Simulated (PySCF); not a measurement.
Run record: geometry optimisation, 4-bromoaniline, `Nc1ccc(Br)cc1`.

Method: PBE0-D3(BJ)/def2-SVP geometry optimisation, gas phase (PySCF 2.14.0). Start geometry: GFN2-xTB. A driver script takes a list of jobs; this job's settings line and coordinates (Å) are shown.

Input:
```
{"job": {"xc": "PBE0", "basis": "def2-SVP", "d3": "d3bj", "grid": 2, "kind": "geom"}, "charge": 0, "multiplicity": 1}
N     -2.330023     0.248803     0.134553
C     -0.966124     0.110270     0.040045
C     -0.404138    -1.062884    -0.470023
C      0.964390    -1.234804    -0.501103
C      1.786559    -0.229696    -0.021262
Br     3.680814    -0.461739    -0.065334
C      1.254909     0.942403     0.488578
C     -0.114227     1.109736     0.517072
H     -2.894078    -0.356152    -0.438414
H     -2.689449     1.180068     0.260218
H     -1.052174    -1.843054    -0.841678
H      1.391368    -2.143419    -0.897365
H      1.907198     1.718405     0.858619
H     -0.535702     2.021588     0.913928
```

Output:
```
step   0  E = -2860.02406777  max force = 0.017365
step   1  E = -2860.02528819  max force = 0.002662
step   2  E = -2860.02531114  max force = 0.000668
step   3  E = -2860.02531172  max force = 0.000896
step   4  E = -2860.02531605  max force = 0.000203
optimisation converged
```

Energies in Eh; «max force» is the largest Cartesian gradient component in Eh/bohr.

**Question.** How much energy does the optimisation release, in kcal/mol?

**Answer.** E(step 0) − E(last step) = 0.001248 Eh, which is 0.8 kcal/mol.

Summary of the converged run: final energy -2860.02532 Eh after 4 steps; dipole 3.70 D.

**Question.** How long does this job take on one thread of an Arm Neoverse V1, shared host with 32 logical CPUs at a one-minute load of 12? And the peak memory of the process?

**Answer.** About 65 s, with 0.84 GiB resident at the peak, the Python interpreter and its libraries included.
Labels such as C1 count atoms from 1, the log's own numbers from 0.
